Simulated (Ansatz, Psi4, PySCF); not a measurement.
C$_{4}$H$_{9}$ (SMILES [CH2-]C(C)C), charge -1, singlet, geometry from GFN2-xTB. Base run: MP2/6-31G** (PySCF).

PySCF was given this input:
```python
from pyscf import gto, scf, mp

mol = gto.M(
    atom='''
C     0.003607    0.072759    0.358527
H     0.014130   -0.024556    1.491846
C     0.001972    1.489052   -0.212949
H    -0.878369    2.022651    0.264792
H     0.894098    2.017892    0.247925
C     1.242518   -0.686502   -0.130181
H     1.272518   -0.673301   -1.219109
H     2.148534   -0.203547    0.235865
H     1.247660   -1.730211    0.209644
C    -1.248439   -0.679813   -0.106477
H    -1.299085   -0.666395   -1.194638
H    -1.252717   -1.723497    0.233437
H    -2.144719   -0.192018    0.276719
''',
    basis='6-31g**',
    charge=-1,
    spin=0,
    verbose=4,
)

mf = scf.RHF(mol)
mf.kernel()

pt = mp.MP2(mf)
pt.kernel()
print('E(MP2) = %.10f' % pt.e_tot)
```

The same geometry, method and basis name were run in Ansatz (an electronic-structure program) and Psi4 and PySCF, at each program's defaults and at the settings that a row names. The base is PySCF at its defaults. Differences at the defaults can come from grids, fitting, cores and function types together.

```json
[
 {"code and settings": "PySCF, defaults (exact integrals, spherical functions, all electrons correlated)", "ΔE vs base (mEh)": "0.000", "basis functions": "101", "E (Eh)": "-157.19811", "SCF cycles": "10"},
 {"code and settings": "Psi4, defaults (density fitting with its default set, Cartesian functions, all electrons correlated)", "ΔE vs base (mEh)": "-14.215", "basis functions": "105", "E (Eh)": "-157.21232", "SCF cycles": "12"},
 {"code and settings": "Ansatz, defaults (factorised integrals, Cartesian functions, frozen core)", "ΔE vs base (mEh)": "5.475", "basis functions": "105", "E (Eh)": "-157.19263", "SCF cycles": "-"},
 {"code and settings": "PySCF, frozen core", "ΔE vs base (mEh)": "10.883", "basis functions": "101", "E (Eh)": "-157.18722", "SCF cycles": "10"},
 {"code and settings": "Psi4, exact integrals, spherical functions, frozen core", "ΔE vs base (mEh)": "10.883", "basis functions": "101", "E (Eh)": "-157.18722", "SCF cycles": "12"},
 {"code and settings": "Ansatz, high accuracy, frozen core, Cartesian functions as the basis file defines them", "ΔE vs base (mEh)": "5.468", "basis functions": "105", "E (Eh)": "-157.19264", "SCF cycles": "-"}
]
```
